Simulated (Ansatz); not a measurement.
Consider the silylene formation by 1,1-elimination: `C=[CH][AlH][CH2][SiH3]` → `C=[CH][AlH][CH3]` + `[SiH2]`.

Computed with Ansatz on PBE0-D4/def2-TZVP structures; ΔE is electronic, products minus reactants. CBS: MP2 limit from def2 TZ/QZ plus the TZ coupled-cluster correction, frozen cores. This one scheme is used for every species. One conformer a species, not always the lowest.

```tsv
level	ΔE (eV)
SCS-MP2/def2-TZVPP	2.59
CCSD/CBS(def2)	2.52
```

(1) What does CCSD(T)/CBS give? (Best estimate.)

Largest T1 diagnostic among the species: 0.014.

Answers

(1) Ansatz gave: +2.58 eV. The listed levels differ from it by 0.01, -0.06 eV.

The D4 term adds +0.16 eV with B3LYP and +0.09 eV with PBE0; it sums over pairs of atoms, weighted by their polarisabilities, and B3LYP, whose exchange is more repulsive, gets the larger term. In def2-TZVPP, CCSD(T) changes the Hartree–Fock value by +0.18 eV (the triples alone add +0.05 eV) and MP2 by +0.39 eV.

B3LYP here is the variant with VWN-RPA as its local correlation; programs differ in this.
